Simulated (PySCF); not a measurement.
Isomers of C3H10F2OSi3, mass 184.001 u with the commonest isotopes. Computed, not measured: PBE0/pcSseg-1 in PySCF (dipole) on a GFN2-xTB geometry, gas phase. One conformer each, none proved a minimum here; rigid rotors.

Question: Order these by rotational constant B, smallest first.
A. `[OH:1][CH2:2][C:3]([F:4])([F:5])[Si@@H:6]1[CH2:7][SiH2:8][SiH2:9]1` with H–O1–C2–C3 -73°, O1–C2–C3–F4 -161°, C2–C3–Si6–C7 -171°, C3–Si6–C7–Si8 -102°, Si6–C7–Si8–Si9 -7°, C7–Si8–Si9–Si6 6°, C3–Si6–Si9–Si8 100°
B. `[F:1][CH2:2][SiH2:3]/[C:4]([F:5])=[CH:6]\[SiH2:7][O:8][SiH3:9]` with F1–C2–Si3–C4 -177°, C2–Si3–C4–F5 0°, C4–C6–Si7–O8 5°, C6–Si7–O8–Si9 169°
C. `[CH3:1][C:2](=[O:3])[Si:4]([SiH3:5])([SiH3:6])[CH:7]([F:8])[F:9]` with C1–C2–Si4–Si5 112°, C2–Si4–C7–F8 -59°
D. `[F:1][C@@H:2]1[CH2:3][SiH2:4][Si@@:5]([F:6])([O:7][SiH3:8])[CH2:9]1` with Si4–Si5–O7–Si8 -91°, F1–C2–C3–Si4 -66°, C2–C3–Si4–Si5 -30°, C3–Si4–Si5–F6 121°, Si4–Si5–C9–C2 21°

Answer: B (562.2 MHz), D (588.3 MHz), A (717.2 MHz), C (786.2 MHz).

Question: Order these by rotational constant C, smallest first.
A. `[OH:1][CH2:2][C:3]([F:4])([F:5])[Si@@H:6]1[CH2:7][SiH2:8][SiH2:9]1` with H–O1–C2–C3 -73°, O1–C2–C3–F4 -161°, C2–C3–Si6–C7 -171°, C3–Si6–C7–Si8 -102°, Si6–C7–Si8–Si9 -7°, C7–Si8–Si9–Si6 6°, C3–Si6–Si9–Si8 100°
B. `[F:1][CH2:2][SiH2:3]/[C:4]([F:5])=[CH:6]\[SiH2:7][O:8][SiH3:9]` with F1–C2–Si3–C4 -177°, C2–Si3–C4–F5 0°, C4–C6–Si7–O8 5°, C6–Si7–O8–Si9 169°
C. `[CH3:1][C:2](=[O:3])[Si:4]([SiH3:5])([SiH3:6])[CH:7]([F:8])[F:9]` with C1–C2–Si4–Si5 112°, C2–Si4–C7–F8 -59°
D. `[F:1][C@@H:2]1[CH2:3][SiH2:4][Si@@:5]([F:6])([O:7][SiH3:8])[CH2:9]1` with Si4–Si5–O7–Si8 -91°, F1–C2–C3–Si4 -66°, C2–C3–Si4–Si5 -30°, C3–Si4–Si5–F6 121°, Si4–Si5–C9–C2 21°

Answer: B (389.5 MHz), D (545.1 MHz), A (604.1 MHz), C (726.3 MHz).

Question: Order these by dipole moment, largest first.
A. `[OH:1][CH2:2][C:3]([F:4])([F:5])[Si@@H:6]1[CH2:7][SiH2:8][SiH2:9]1` with H–O1–C2–C3 -73°, O1–C2–C3–F4 -161°, C2–C3–Si6–C7 -171°, C3–Si6–C7–Si8 -102°, Si6–C7–Si8–Si9 -7°, C7–Si8–Si9–Si6 6°, C3–Si6–Si9–Si8 100°
B. `[F:1][C@@H:2]1[CH2:3][SiH2:4][Si@@:5]([F:6])([O:7][SiH3:8])[CH2:9]1` with Si4–Si5–O7–Si8 -91°, F1–C2–C3–Si4 -66°, C2–C3–Si4–Si5 -30°, C3–Si4–Si5–F6 121°, Si4–Si5–C9–C2 21°
C. `[F:1][CH2:2][SiH2:3]/[C:4]([F:5])=[CH:6]\[SiH2:7][O:8][SiH3:9]` with F1–C2–Si3–C4 -177°, C2–Si3–C4–F5 0°, C4–C6–Si7–O8 5°, C6–Si7–O8–Si9 169°
D. `[CH3:1][C:2](=[O:3])[Si:4]([SiH3:5])([SiH3:6])[CH:7]([F:8])[F:9]` with C1–C2–Si4–Si5 112°, C2–Si4–C7–F8 -59°

Answer: B (2.94 D), C (2.48 D), D (1.83 D), A (0.98 D).

```json
{"SMILES": "CC(=O)[Si]([SiH3])([SiH3])C(F)F", "point group": "Cs", "Ia (u·Å²)": "610.96", "Ib (u·Å²)": "642.81", "Ic (u·Å²)": "695.86", "κ": "0.19", "μa (D)": "0.41", "μb (D)": "0.01", "μc (D)": "1.78"}
{"SMILES": "F[C@@H]1C[SiH2][Si@@](F)(O[SiH3])C1", "point group": "C1", "Ia (u·Å²)": "285.27", "Ib (u·Å²)": "859.08", "Ic (u·Å²)": "927.11", "κ": "-0.93", "μa (D)": "0.84", "μb (D)": "1.60", "μc (D)": "2.31"}
{"SMILES": "OCC(F)(F)[Si@@H]1C[SiH2][SiH2]1", "point group": "C1", "Ia (u·Å²)": "332.87", "Ib (u·Å²)": "704.65", "Ic (u·Å²)": "836.60", "κ": "-0.75", "μa (D)": "0.08", "μb (D)": "0.96", "μc (D)": "0.16"}
{"SMILES": "FC[SiH2]/C(F)=C\\[SiH2]O[SiH3]", "point group": "C1", "Ia (u·Å²)": "422.13", "Ib (u·Å²)": "898.87", "Ic (u·Å²)": "1297.37", "κ": "-0.57", "μa (D)": "2.40", "μb (D)": "0.61", "μc (D)": "0.12"}
```
